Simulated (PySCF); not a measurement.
Molecule: `InChI=1S/C3H8FNSi/c1-3(2-4)6-5/h1-2,5-6H2`.

Bonds (- single, = double, # triple, : aromatic): C1=C2, C2-C3, C3-F4, C2-Si5, Si5-N6. C1 carries H7, H8; C3 carries H9, H10; Si5 carries H11, H12; N6 carries H13, H14. H7 is cis to C3; H8 is trans to C3.

Frames of a GFN2-xTB Langevin trajectory at 200 K; GIAO PBE0/pcSseg-1 shieldings in PySCF 2.14.0 with density-fitted response routines, gas phase, non-relativistic; equivalent atoms averaged within each frame.

References, each an isolated molecule treated in the same way: ¹³C (σ = 186.93 ppm), ²⁹Si (σ = 349.16 ppm), ¹H (σ = 31.72 ppm) vs TMS; ¹⁹F (σ = 170.95 ppm) vs CFCl3; ¹⁵N (σ = 267.73 ppm) against NH3. The references are static minima.

Question: How do the shifts (ppm) fluctuate along the trajectory?

Answer: 
```tsv
time (fs)	C2	C1	C3	F4	Si5	N6	H7	H11/H12	H8	H9/H10
optimised geometry	161.7	127.8	91.9	-253.7	-43.8	3.0	5.89	5.01	5.52	5.49
250	156.7	130.4	90.0	-230.7	-47.6	-4.5	6.36	4.96	4.95	4.56
425	163.6	129.6	91.0	-241.1	-38.0	2.0	5.97	5.82	5.54	4.59
625	170.4	136.8	96.3	-230.5	-44.3	1.4	6.25	5.33	6.32	5.98
800	158.4	131.8	91.1	-243.6	-44.6	-3.4	6.30	5.03	5.68	5.57
1000	152.4	131.5	89.8	-248.8	-47.5	3.1	5.71	5.09	6.73	6.06
mean of frames	160.3	132.0	91.6	-238.9	-44.4	-0.3	6.12	5.25	5.84	5.36
standard deviation	6.9	2.8	2.7	8.1	3.9	3.4	0.27	0.35	0.70	0.73
```

5 frames give an uncertainty of the mean of about the standard deviation over 2.2 at best, since frames this close in time may not be independent; classical motion lacks zero-point vibration, and the reference would need the same averaging.
